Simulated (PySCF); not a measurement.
water (H$_{2}$O), singlet, at a GFN2-xTB geometry; PySCF with DF-R2SCAN/cc-pVTZ.

PySCF was given this input:
```python
from pyscf import gto, scf, dft

mol = gto.M(
    atom='''
O     0.009570    0.002064    0.113389
H    -0.055794    0.763622   -0.466128
H    -0.020764   -0.780134   -0.440983
''',
    basis='cc-pvtz',
    charge=0,
    spin=0,
    verbose=5,
)

mf = dft.RKS(mol)
mf.xc = 'r2scan'
mf = mf.density_fit(auxbasis='def2-universal-jkfit')
mf.kernel()
```

The log (banner, timings and long lists left out):

```
PySCF version 2.14.0

[INPUT] verbose = 5
[INPUT] max_memory = 4000
[INPUT] num. atoms = 3
[INPUT] num. electrons = 10
[INPUT] charge = 0
[INPUT] spin (= nelec alpha-beta = 2S) = 0
[INPUT] symmetry False subgroup None
[INPUT] Mole.unit = angstrom
[INPUT] Symbol           X                Y                Z      unit          X                Y                Z       unit  Magmom
[...]
[INPUT] ---------------- BASIS SET ----------------
[INPUT] l, kappa, [nprim/nctr], expnt,             c_1 c_2 ...
[INPUT] H
[...]
                                5.095             0.045308
                                1.159             0.202822
[...]
[INPUT] O
[...]
                                2299              0.003929 -0.000895
                                522.4             0.020243 -0.004636
                                147.3             0.079181 -0.018724
                                47.55             0.230687 -0.058463
                                16.76             0.433118 -0.136463
                                6.207             0.35026 -0.17574
                                0.6882            -0.008154 0.603418
[...]
                                7.749             0.09974
                                2.28              0.310492
[...]
nuclear repulsion = 9.16954179656263
number of shells = 21
number of NR pGTOs = 74
number of NR cGTOs = 58
basis = cc-pvtz
ecp = {}

******** <class 'pyscf.df.df_jk.DFRKS'> ********
method = DFRKS
initial guess = minao
damping factor = 0
level_shift factor = 0
DIIS = <class 'pyscf.scf.diis.CDIIS'>
diis_start_cycle = 1
diis_space = 8
diis_damp = 0
SCF conv_tol = 1e-09
SCF conv_tol_grad = None
SCF max_cycles = 50
direct_scf = False
XC library pyscf.dft.libxc version 7.1.2
    S. Lehtola, C. Steigemann, M. J. T. Oliveira, and M. A. L. Marques,  SoftwareX 7, 1–5 (2018)
XC functionals = r2scan
    J. W. Furness, A. D. Kaplan, J. Ning, J. P. Perdew, and J. Sun,  J. Phys. Chem. Lett. 11, 8208–8215 (2020)
    J. W. Furness, A. D. Kaplan, J. Ning, J. P. Perdew, and J. Sun,  J. Phys. Chem. Lett. 11, 9248–9248 (2020)
    J. W. Furness, A. D. Kaplan, J. Ning, J. P. Perdew, and J. Sun,  J. Phys. Chem. Lett. 11, 8208–8215 (2020)
    J. W. Furness, A. D. Kaplan, J. Ning, J. P. Perdew, and J. Sun,  J. Phys. Chem. Lett. 11, 9248–9248 (2020)
radial grids:
    Treutler-Ahlrichs [JCP 102, 346 (1995); DOI:10.1063/1.469408] (M4) radial grids

becke partition: Becke, JCP 88, 2547 (1988); DOI:10.1063/1.454033
pruning grids: <function nwchem_prune>
grids dens level: 3
symmetrized grids: False
atomic radii adjust function: <function treutler_atomic_radii_adjust>
small_rho_cutoff = 0
Set gradient conv threshold to 3.16228e-05
Initial guess from minao.
atom O rad-grids = 75, ang-grids = [ 50  50  50  50  50  50  50  50  50  50  50  50  50  50  50  50  50  50
  50  50  50  50  50  86  86  86  86  86  86  86  86  86 266 266 266 266
 266 266 266 302 302 302 302 302 302 302 302 302 302 302 302 302 302 302
 302 302 302 302 302 266 266 266 266 266 266 266 266 266 266 266 266 266
 266 266 266]
atom H rad-grids = 50, ang-grids = [ 50  50  50  50  50  50  50  50  50  50  50  50  50  50  50  86  86  86
  86 266 266 266 266 266 302 302 302 302 302 302 302 302 302 302 302 302
 302 266 266 266 266 266 266 266 266 266 266 266 266 266]
tot_boxes 990, boxes in each direction [7 9 8]
Padding 6 grids
tot grids = 33704
nelec by numeric integration = 9.995448518759673
num shells = 37, num cGTOs = 113
E1 = -121.6574609581557  E2 = 36.12826205439082  Ecoul = 45.26656201072503  Exc = -9.138299956334212
init E= -76.3596571072023
cond(S) = 2043.5516760202945
[...]
  mo_energy =
[-1.91754823e+01 -1.10693987e+00 -6.09309954e-01 -4.91227697e-01
 -4.18406241e-01 -2.35212254e-03  7.39166860e-02  3.49747916e-01
  3.89360814e-01  4.46817048e-01  5.08371841e-01  5.97930636e-01
  6.13120473e-01  6.47038456e-01  7.63643823e-01  8.48359326e-01
  1.02019298e+00  1.29773002e+00  1.30175415e+00  1.67617366e+00
[...]
   0.59337334   0.65841712   0.66516016   0.69384011   0.81614203
   0.93038232   1.05670833   1.35765806   1.36362354   1.782609
   1.82345734   1.88022847   1.92541727   2.0125943    2.32963833
   2.66753817   3.18188391   3.33366221   3.36247547   3.44704017
   3.47565529   3.63002276   3.73131209   3.78168098   3.84026247
   3.86470067   3.89005881   4.18979385   4.19656725   4.39581234
   4.42090258   4.70211679   4.88560195   4.96636583   5.22418169
   5.71628485   6.23351872   6.5003587    6.50789073   6.61394891
   6.72324123   6.75780374   6.82090064   6.96216214   7.12793294
   7.47916456   7.91914177  12.3447345 ]
nelec by numeric integration = 9.999999957810646
E1 = -123.11716677879966  E2 = 37.5304545805265  Ecoul = 46.83888361758591  Exc = -9.308429037059403
cycle= 5 E= -76.4171704017105  delta_E= -6.33e-06  |g|= 0.00182  |ddm|= 0.00289
[...]
  mo_energy =
[-18.94307458  -0.96676352  -0.4944394   -0.33941231  -0.26531673
   0.04505885   0.12674984   0.39022896   0.4205927    0.52276891
   0.59306592   0.65833696   0.66496447   0.69364755   0.81590572
   0.93012494   1.05648251   1.35734013   1.36328242   1.78231682
   1.82312061   1.88000061   1.92514783   2.01232369   2.32945902
   2.66731944   3.18163158   3.33343513   3.36233096   3.44670048
   3.47543602   3.62980225   3.7311307    3.78146836   3.84005914
   3.86432724   3.88966234   4.18949341   4.1961985    4.39552586
   4.42058929   4.7017963    4.88523567   4.96601687   5.22385791
   5.715929     6.23318383   6.49986815   6.50741003   6.61351247
   6.72284207   6.7573665    6.82049748   6.96176633   7.12749128
   7.47872962   7.91878969  12.34446612]
nelec by numeric integration = 9.999999957715605
E1 = -123.12189105330575  E2 = 37.535178279322906  Ecoul = 46.844220196312875  Exc = -9.309041916989969
cycle= 6 E= -76.4171709774202  delta_E= -5.76e-07  |g|= 4.39e-05  |ddm|= 0.000977
[...]
  mo_energy =
[-18.94309381  -0.96676899  -0.49444154  -0.33941392  -0.2653218
   0.0450565    0.12675165   0.39022816   0.42058695   0.52276648
   0.59306024   0.65834365   0.66495915   0.69363978   0.81589579
   0.93012411   1.05647037   1.35731163   1.36325501   1.78231107
   1.82311676   1.88000053   1.92514191   2.01232241   2.32945413
   2.66731597   3.18162191   3.3334239    3.36231985   3.44669266
   3.47542403   3.62979216   3.73112291   3.78146013   3.84005201
   3.86431436   3.88965166   4.18947992   4.19618799   4.39551449
   4.42057788   4.70178418   4.88522111   4.96600888   5.2238539
   5.71592338   6.23317339   6.49986444   6.5074076    6.61350879
   6.72283674   6.75736307   6.82049322   6.96176098   7.12748973
   7.47872631   7.91878324  12.3444576 ]
nelec by numeric integration = 9.999999957716168
E1 = -123.12183131107963  E2 = 37.5351185366309  Ecoul = 46.84415471026272  Exc = -9.309036173631826
cycle= 7 E= -76.4171709778861  delta_E= -4.66e-10  |g|= 4.28e-06  |ddm|= 3.6e-05
[...]
  mo_energy =
[-18.94309499  -0.96676895  -0.49444162  -0.33941448  -0.26532212
   0.04505725   0.1267524    0.39022878   0.42058777   0.52276662
   0.59306039   0.65834443   0.66495947   0.69364026   0.81589572
   0.93012411   1.05647008   1.35731013   1.36325365   1.78231061
   1.82311591   1.88000012   1.92514153   2.01232173   2.32945463
   2.66731621   3.18162186   3.33342404   3.36232052   3.44669235
   3.47542433   3.62979194   3.73112342   3.78146034   3.8400524
   3.86431338   3.88965087   4.18947911   4.19618715   4.39551409
   4.42057717   4.70178315   4.8852201    4.96600812   5.2238533
   5.7159229    6.23317288   6.49986368   6.50740675   6.61350813
   6.72283565   6.7573624    6.82049225   6.96175996   7.1274888
   7.47872532   7.91878276  12.34445693]
nelec by numeric integration = 9.999999957715623
E1 = -123.1218478582873  E2 = 37.53513508383722  Ecoul = 46.844173389219044  Exc = -9.30903830538183
Extra cycle  E= -76.4171709778875  delta_E= -1.35e-12  |g|= 4.2e-06  |ddm|= 5.15e-06
converged SCF energy = -76.4171709778875
```
